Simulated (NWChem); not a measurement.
Everything below was run with NWChem. System: H2AlF, charge 1, spin multiplicity 2, at the geometry of a parent with another charge or spin, in a state set for the comparison that need not be this species' ground state. Its SCF solution wasn't tested for a lower state. Level: UMP2/6-311G** (spherical d), 6 core orbitals frozen.

Input file:

```
start mol
memory heap 200 mb stack 900 mb global 1100 mb
charge 1
geometry units angstroms nocenter noautoz
  Al     0.000000     0.000000    -0.565395
  H     -1.408827     0.000000    -1.280317
  H      1.408827     0.000000    -1.280317
  F      0.000000     0.000000     1.101196
  symmetry group C2v
end
basis spherical
  * library 6-311g**
end
scf
  uhf
  nopen 1
  maxiter 100
  thresh 1e-7
  semidirect memsize 60000000 filesize 0
  # guess.movecs holds the orbitals of an unrestricted PBE0 run
  vectors input guess.movecs output mol.movecs
end
mp2
  freeze core 6
end
task mp2 energy
```

NWChem printed:

```
             Northwest Computational Chemistry Package (NWChem) 7.3.0
             --------------------------------------------------------

                                NWChem Input Module
                                -------------------

 Scaling coordinates for geometry "geometry" by  1.889725989
 (inverse scale =  0.529177249)

 Turning off AUTOSYM since
 SYMMETRY directive was detected!

                             Geometry "geometry" -> ""
                             -------------------------

 Output coordinates in angstroms (scale by  1.889725989 to convert to a.u.)

  No.       Tag          Charge          X              Y              Z
 ---- ---------------- ---------- -------------- -------------- --------------
    1 Al                  13.0000     0.00000000     0.00000000    -0.56539500
    2 H                    1.0000    -1.40882700     0.00000000    -1.28031700
    3 H                    1.0000     1.40882700     0.00000000    -1.28031700
    4 F                    9.0000     0.00000000     0.00000000     1.10119600

 Effective nuclear repulsion energy (a.u.)      49.4889780339

            Nuclear Dipole moment (a.u.)
            ----------------------------
        X                 Y               Z
 ---------------- ---------------- ----------------
     0.0000000000     0.0000000000    -0.0000094486

      Symmetry information
      --------------------

 Group name             C2v
 Group number             16
 Group order               4
 No. of unique centers     3

      Symmetry unique atoms

     1    2    4


 Summary of "ao basis" -> "" (spherical)
 ------------------------------------------------------------------------------
       Tag                 Description            Shells   Functions and Types
 ---------------- ------------------------------  ------  ---------------------
 *                          6-311g**                  on all atoms

 Summary of "ao basis" -> "ao basis" (spherical)
 ------------------------------------------------------------------------------
       Tag                 Description            Shells   Functions and Types
 ---------------- ------------------------------  ------  ---------------------
 Al                         6-311g**                12       26   6s5p1d
 H                          6-311g**                 4        6   3s1p
 F                          6-311g**                 8       18   4s3p1d

                                 NWChem SCF Module
                                 -----------------

  ao basis        = "ao basis"
  functions       =    56
  atoms           =     4
  alpha electrons =    12
  beta  electrons =    11
  charge          =   1.00
  wavefunction    = UHF
  use symmetry    = T
  symmetry adapt  = T

 Summary of "ao basis" -> "ao basis" (spherical)
 ------------------------------------------------------------------------------
       Tag                 Description            Shells   Functions and Types
 ---------------- ------------------------------  ------  ---------------------
 Al                         6-311g**                12       26   6s5p1d
 H                          6-311g**                 4        6   3s1p
 F                          6-311g**                 8       18   4s3p1d

      Symmetry analysis of basis
      --------------------------

        a1         27
        a2          3
        b1         15
        b2         11

 Forming initial guess at       0.0s

   Symmetry analysis of molecular orbitals - initial alpha
[...]
    1 Al  13     5.82   0.39  0.59  0.49  0.51  0.31  0.01  1.06  1.91  0.26  0.17 -0.00  0.12
    2 H    1     0.72   0.16  0.44  0.10  0.01
    3 H    1     0.72   0.16  0.44  0.10  0.01
    4 F    9     4.75   0.54  0.46  0.57  0.54  1.21  0.45  0.98  0.00

   Mulliken analysis of the beta density
   -------------------------------------

    Atom       Charge   Shell Charges
 -----------   ------   -------------------------------------------------------
    1 Al  13     5.97   0.40  0.59  0.50  0.50  0.48  0.14  1.05  1.91  0.18  0.15  0.01  0.06
    2 H    1     0.15   0.03  0.08  0.03  0.00
    3 H    1     0.15   0.03  0.08  0.03  0.00
    4 F    9     4.73   0.54  0.46  0.57  0.54  1.20  0.45  0.98  0.00

   Mulliken analysis of the spin density
   -------------------------------------

    Atom       Charge   Shell Charges
 -----------   ------   -------------------------------------------------------
    1 Al  13    -0.15  -0.00  0.00 -0.01  0.01 -0.17 -0.13  0.01 -0.00  0.08  0.02 -0.02  0.05
    2 H    1     0.57   0.13  0.36  0.07  0.00
    3 H    1     0.57   0.13  0.36  0.07  0.00
    4 F    9     0.01  -0.00  0.00  0.00  0.00  0.01 -0.00 -0.00 -0.00

       Multipole analysis of the density wrt the origin
       ------------------------------------------------

     L   x y z        total         alpha         beta         nuclear
     -   - - -        -----         -----         ----         -------
     0   0 0 0      1.000000    -12.000000    -11.000000     24.000000

     1   1 0 0     -0.000000     -0.000000     -0.000000      0.000000
     1   0 1 0      0.000000     -0.000000      0.000000      0.000000
     1   0 0 1     -2.553698     -0.177418     -2.376271     -0.000009

     2   2 0 0     -7.655960    -15.154699     -6.676912     14.175651
     2   1 1 0     -0.000000      0.000000     -0.000000      0.000000
     2   1 0 1      0.000000      0.000000      0.000000      0.000000
     2   0 2 0     -9.174888     -4.659131     -4.515757      0.000000
     2   0 1 1     -0.000000      0.000000     -0.000000      0.000000
     2   0 0 2    -10.139670    -40.587326    -35.073684     65.521340

                   NWChem MP2 Semi-direct Energy/Gradient Module
                   ---------------------------------------------

  Basis functions       =     56
  Molecular orbitals    =     56
  Frozen core           =      6
  Frozen virtuals       =      0
  Active alpha occupied =      6
  Active beta occupied  =      5
  Active alpha virtual  =     44
  Active beta virtual   =     45
  Use MO symmetry       = T
  Use skeleton AO sym   = T

  AO/Fock/Back tols     =   1.0D-09  1.0D-09  1.0D-09

 GA uses MA = F    GA memory limited = T

 Available:
  local mem=  1.26D+08
 global mem=  1.44D+08
 local disk=  0.00D+00
  mp2_memr nvloc                    44
  nvloc new                    44
   1 passes of   6:        3145728                      13129                   1413768.
   1 passes of   6: M    126153485           G      144172928           F     123007757.

 Semi-direct pass number   1 of   1  for UHF alpha       at        0.3s
  vrange nnbf                  1569
  mp2_eaftype                    10  avail_ma_in_mb                  1099
 EAF : mp2_eaftype filesize          10     706884.
  mp2_eaf for mointskh                     10
Node 0 wrote      3.3 Mb in      0.0 s     Agg I/O rate:  2196.4 Mb/s
 Done moints_semi at        0.6s
  mp2_eaftype                    10  avail_ma_in_mb                  1089
 EAF : mp2_eaftype filesize          10     706884.
  mp2_eaf for kh                    10
 Done maket at        0.6s
 Done multipass loop at        0.6s

 GA uses MA = F    GA memory limited = T

 Available:
  local mem=  1.26D+08
 global mem=  1.44D+08
 local disk=  0.00D+00
  mp2_memr nvloc                    45
  nvloc new                    45
   1 passes of   5:        3145728                      12134                   1205718.
   1 passes of   5: M    126153485           G      144172928           F     123007757.

 Semi-direct pass number   1 of   1  for UHF beta        at        0.6s
  vrange nnbf                  1569
  mp2_eaftype                    10  avail_ma_in_mb                  1099
 EAF : mp2_eaftype filesize          10     602859.
  mp2_eaf for mointskh                     10
Node 0 wrote      2.8 Mb in      0.0 s     Agg I/O rate:  1542.9 Mb/s
 Done moints_semi at        1.0s
  mp2_eaftype                    10  avail_ma_in_mb                  1089
 EAF : mp2_eaftype filesize          10     602859.
  mp2_eaf for kh                    10
 Done maket at        1.0s
 Done multipass loop at        1.0s

          -------------------------------------------
          SCF energy                -342.200665029063
          Correlation energy          -0.260786900042
          Singlet pairs                0.000000000000
          Triplet pairs                0.000000000000
          Total MP2 energy          -342.461451929106
          -------------------------------------------

          ---------------------------------------------------
                    Spin Component Scaled (SCS) MP2
          Same spin pairs                     -0.065483859182
          Same spin scaling factor             0.333333333333
          Opposite spin pairs                 -0.195303040860
          Opposite spin scaling fact.          1.200000000000
          SCS-MP2 correlation energy          -0.256191602093
          Total SCS-MP2 energy              -342.456856631156
          ---------------------------------------------------

 -----------------------
 Performance information
 -----------------------

 Timer overhead =  9.68D-08 seconds/call

               Nr. of calls         CPU time (s)                 Wall time (s)                GFlops
             ---------------    -------------------     ------------------------------   -------------------
Name         Min   Avg   Max    Min     Avg     Max     Min     Avg     Max   Mx/calls   Min     Max     Sum
mp2: moin     2     2     2   0.60    0.60    0.60     0.60    0.60    0.60    0.30      0.0     0.0     0.0
mp2: make     2     2     2   2.38E-2 2.38E-2 2.38E-2  2.38E-2 2.38E-2 2.38E-2 1.19E-2   0.0     0.0     0.0
mp2: tota     1     1     1   0.64    0.64    0.64     0.64    0.64    0.64    0.64      0.0     0.0     0.0

 The average no. of pstat calls per process was 5.00D+00
 with a timing overhead of 4.84D-07s

 Task  times  cpu:        0.9s     wall:        0.9s

 Total times  cpu:        1.0s     wall:        1.0s
```
